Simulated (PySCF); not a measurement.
**Magnetisability: `CC[C@@H](F)S(=O)(=O)Cl`, C₃H₆ClFO₂S**

Geometry:
```
atom   x (Å)   y (Å)   z (Å)
  C1  -1.561   0.581   0.274
  C2  -0.857  -0.534  -0.487
  C3   0.455  -0.886   0.163
  F4   1.093  -1.894  -0.478
  S5   1.562   0.582  -0.018
  O6   1.485   1.089  -1.346
  O7   1.358   1.478   1.073
 Cl8   3.403  -0.227   0.224
  H9  -0.941   1.472   0.302
 H10  -2.501   0.824  -0.215
 H11  -1.775   0.276   1.296
 H12  -1.484  -1.430  -0.528
 H13  -0.645  -0.217  -1.511
 H14   0.408  -1.115   1.229
```

Level of theory: PySCF 2.14.0, GIAO wB97X-D/pcseg-1 magnetisability, rotational g tensor and spin-rotation constants, non-relativistic, gas phase. Geometry: GFN2-xTB.

Q: What are the magnetisability and the molar susceptibility?

A: Isotropic -1353 × 10⁻³⁰ J/T², or -81.5 × 10⁻⁶ cm³/mol; principal values -1477, -1323, -1259 × 10⁻³⁰ J/T², anisotropy 194 × 10⁻³⁰ J/T² (root of half the summed squared differences of the principal values). The susceptibility is in cgs units.

Q: Split it along the inertial axes a, b, c into diamagnetic and paramagnetic parts about the centre of mass, with the quadrupole moment.

A: 
```csv
axis,χ (10⁻⁶ cm³/mol),diamagnetic (10⁻⁶ cm³/mol),paramagnetic (10⁻⁶ cm³/mol),summed x² of all electrons (Å²),quadrupole Θ (D Å)
a,-84.9,-599.8,514.9,210.8,+10.73
b,-81.7,-1085.9,1004.2,96.2,-7.92
c,-77.9,-1302.1,1224.3,45.2,-2.81
```
Anisotropies 2χaa − χbb − χcc = -10.2 and 2χbb − χaa − χcc = -0.6 × 10⁻⁶ cm³/mol. Θ is traceless in Buckingham's convention.

Q: And the rotational g tensor?

A: 
| axis | rotational constant (GHz) | g | nuclear part | electronic part |
| --- | --- | --- | --- | --- |
| a | 2.2955 | -0.0324 | 0.5229 | -0.5553 |
| b | 1.1993 | -0.0125 | 0.5533 | -0.5658 |
| c | 0.9620 | -0.0131 | 0.5402 | -0.5533 |

Asymmetric top; isotopes 12C, 35Cl, 19F, 1H, 16O, 32S; no vibrational averaging.
